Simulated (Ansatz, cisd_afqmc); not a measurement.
Species: AlH2Br, charge 0, singlet. AlH2Br (SMILES [Br][AlH2]).
B3LYP-D3(BJ)/def2-TZVP minimum from Ansatz (a first-principles code):
```
Al
H 1 1.5694
H 1 1.5694 2 124.82
Br 1 2.2670 2 117.59 3 -180.00
```
Charge 0, spin multiplicity 1.

Total energies in def2-SVP, 12 correlated electrons, 19 frozen orbitals. Radicals and triplets start from unrestricted determinants; spin-orbit coupling is neglected. Correlated methods leave the cores frozen (noble-gas shells, and filled d and f shells in the p block). No relativity. The Monte Carlo rows (phaseless AFQMC, CISD trial, step 0.005/hartree) carry one-sigma bars that omit the constraint's bias. Outlying blocks are dropped, and bars are widened where a walk drifts. Over all cases where full CI ran beside it in this data, AFQMC minus full CI had a median of +0.1 mEh and passed +0.4 mEh in a tenth of the cases. Spin-orbit terms, left out, reach several kcal/mol for Br and I, and more for heavier atoms.

```
method         program          energy (Eh)  minus CCSDTQ (mEh)
----------  ----------  -------------------  ------------------
HF              Ansatz          -2815.16396              216.29
MP2             Ansatz          -2815.34863               31.62
CCSD            Ansatz          -2815.37522                5.04
CCSD(T)         Ansatz          -2815.37942                0.83
CCSDT(Q)        Ansatz          -2815.38025                0.00
CCSDTQ          Ansatz          -2815.38026                0.00
AFQMC/CISD  cisd_afqmc  -2815.3803 ± 0.0002           0.0 ± 0.2
```

Rough core times of Ansatz's runs on a shared machine: CCSD(T) under 20 s, CCSDT(Q) under 20 s, CCSDTQ 10 min.
